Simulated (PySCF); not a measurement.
# Worked example: chemical shift, span and skew from a shielding tensor

Ga(H)(Cl)(Et) (C2H6ClGa), SMILES C[CH2][GaH][Cl]. Atoms are numbered in the order given.

```xyz
10

Ga    -0.1500    -0.3565     0.2448
H     -0.6957    -1.6960     0.8316
Cl     0.3847     1.1163     1.7346
C      0.1171     0.1773    -1.6193
C     -0.2567    -0.8910    -2.6526
H      1.1745     0.4789    -1.7207
H     -0.4630     1.1040    -1.7754
H     -1.3179    -1.1793    -2.5761
H      0.3366    -1.8108    -2.5215
H     -0.0881    -0.5387    -3.6837
```
Charge 0, spin multiplicity 1.

Geometry: ωB97X-D3(BJ)/def2-SVP. The structure was generated by enumeration; whether it is a known compound was not checked. Other conformers were not sampled.

GIAO shieldings from PBE/pcSseg-1 (PySCF), non-relativistic, no solvent. The symmetric part of the tensor of C5 has the principal values 159.7, 163.1, 183.3 ppm. The same nucleus in TMS has σ = 182.0 ppm at this level (PySCF, at its B3LYP-D3(BJ)/def2-TZVP geometry). Without spin–orbit terms, shifts of atoms bonded to Cl or Br come out too high.

Question: Work out the isotropic shielding, the ¹³C shift against TMS, the span and the skew.

Answer: 
σ(iso) = (σ11 + σ22 + σ33)/3 = 168.7 ppm. δ = σ(ref) − σ(iso) = 182.0 − (168.7) = 13.3 ppm.
Span Ω = σ33 − σ11 = 23.6 ppm. Skew κ = 3(σ(iso) − σ22)/Ω = 0.71. Tumbling in solution averages the tensor to δ; in a static solid the shielding alone would spread this spin-1/2 line over Ω.
